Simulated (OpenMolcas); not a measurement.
# Ionisation energies of scandium

```yaml
Program: OpenMolcas 26.06
Basis: ANO-R2 [6s5p4d2f1g]
Scalar_Hamiltonian: X2C, finite nucleus
Spin-orbit_coupling: state interaction with AMFI integrals over the reference wave functions, term energies averaged over their components
```

Active shells in each charge state: the valence d shell, with orbitals averaged over the low states. Where CASPT2's correlated closed shells are named, they are those of the first ion.

A. CASSCF
B. SS-CASPT2, IPEA 0.25 Eh, imaginary shift 0.1 Eh (closed shells correlated: 3s 3p)
C. SS-CASPT2, IPEA 0.25 Eh, imaginary shift 0.1 Eh (closed shells correlated: 2s 2p 3s 3p)
D. SS-CASPT2, IPEA 0 Eh, imaginary shift 0.1 Eh (closed shells correlated: 3s 3p)
E. SS-CASPT2, IPEA 0.25 Eh, imaginary shift 0.1 Eh (closed shells correlated: none)

Energies in eV between the lowest computed levels, named as in B; reference values from the NIST Atomic Spectra Database with their kind.

```json
{"From": "Sc2+ 3d ²D_3/2", "To": "Sc3+ 3p⁶ ¹S₀", "A": "23.739", "B": "24.504", "C": "24.519", "D": "24.572", "E": "23.739", "Spin-orbit share in B": "+0.015", "Reference": "24.757 (measured)"}
```

Error against the reference values, in %:

```json
{"From": "Sc2+", "Reference": "measured", "A": "-4.1", "B": "-1.0", "C": "-1.0", "D": "-0.7", "E": "-4.1"}
```

Absolute error against the one measured value: A 1.02 eV, B 0.25 eV, C 0.24 eV, D 0.18 eV, E 1.02 eV. D lies closest.

The lowest level within the active space need not be the ion's true ground level.
